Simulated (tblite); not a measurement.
What does the GFN2-xTB structure of InChI=1S/C4H7FN2Si2/c1-7-4(9-5)3(8)2-6/h1,9H2,8H3/b4-3+ look like in three dimensions?

```
atom  x, y, z in Å
C1    -0.691    2.252    0.379
N2    -0.528    1.271   -0.379
C3    -0.440   -0.052   -0.162
Si4   -2.107   -0.980   -0.217
F5    -3.207    0.149    0.129
C6     0.746   -0.713   -0.099
Si7    2.413    0.177   -0.098
C8     0.744   -2.105   -0.028
N9     0.784   -3.254    0.039
H10   -0.797    3.231   -0.068
H11   -0.735    2.188    1.467
H12   -2.197   -1.941    0.865
H13   -2.423   -1.434   -1.559
H14    2.417    1.111   -1.226
H15    2.538    0.925    1.158
H16    3.475   -0.817   -0.211
```

Orientation and origin are arbitrary. Atoms count from 1 in this order. The 2 C–C bonds span 1.360 Å (C3=C6, drawn double) to 1.394 Å (C6–C8, drawn single), a spread of 0.034 Å. The 3 C–N bonds span 1.151 Å (C8≡N9, drawn triple) to 1.343 Å (N2–C3, drawn single), a spread of 0.192 Å. Si4 (fluorine-bound silicon) is distorted tetrahedral (angles from 104.4° to 117.9°). Of the pairs four or more bonds apart, C1···Si7 is among the closest relative to their van der Waals radii: 3.76 Å, 99 % of the sum of Bondi's values.

Bonds between heavy atoms (Å): C1=N2 1.251, N2–C3 1.343, C3–Si4 1.908, Si4–F5 1.614, C3=C6 1.360, C6–Si7 1.890, C6–C8 1.394, C8≡N9 1.151.

The geometry is computed with GFN2-xTB (gas phase).

Point group: C1 (no symmetry element, even within 0.4 Å). Its GFN2-xTB frequencies are all real (lowest 32 cm⁻¹). The numbers are those of one conformer (C1–N2–C3–Si4 90°, N2–C3–Si4–F5 -24°).

The run took 3.0 s wall on one thread of an Arm Neoverse N1, no GPU, shared host with 64 logical CPUs at a one-minute load of 60. This is the geometry optimisation.
